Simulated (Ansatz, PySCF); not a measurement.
Breaking the C3–H4 bond in CH4Be (SMILES [BeH][CH3]) (multiplicity 1 held, fragments rigid). Energies count from the point at 1.095 Å.
Geometry at that point (charge 0, multiplicity 1):
```xyz
6

Be    -0.93853    -0.49476    -0.13416
H     -2.10725    -1.11087    -0.30123
C      0.53117     0.28001     0.07593
H      1.01548    -0.00621     1.01576
H      0.42178     1.36972     0.09486
H      1.23710     0.04633    -0.72832
```

R- and RO- levels are restricted; in cc, def2 and unpolarised 6-31G sets they are followed outwards from rest. Unrestricted levels (U-) break spin symmetry where that is lower. Curves can end on different states.

Rows in 6-31G* carry no dispersion term and start afresh at each structure (6-31G* with six Cartesian d functions).

Run with Ansatz (a quantum-chemistry and plane-wave program) with Gaussian orbitals; PySCF for 6-31G* rows. Each number belongs to the level named beside it.

Problem. One of these levels gives 86.13 kcal/mol for the energy at R = 3.505 Å. Name it.
(A) U-r2SCAN/cc-pVTZ
(B) R-r2SCAN/cc-pVTZ
(C) R-wB97X-V/cc-pVTZ
(D) U-HF/6-31G*

Solution. D, U-HF/6-31G*. The others give 144.45 (R-r2SCAN/cc-pVTZ), 108.08 (U-r2SCAN/cc-pVTZ), 167.56 (R-wB97X-V/cc-pVTZ)

Doubts at one or more of the structures used: a spin-contaminated determinant (U-HF/6-31G*, U-r2SCAN/cc-pVTZ); a restricted determinant that unrestricted orbitals would lower (R-r2SCAN/cc-pVTZ, R-wB97X-V/cc-pVTZ).
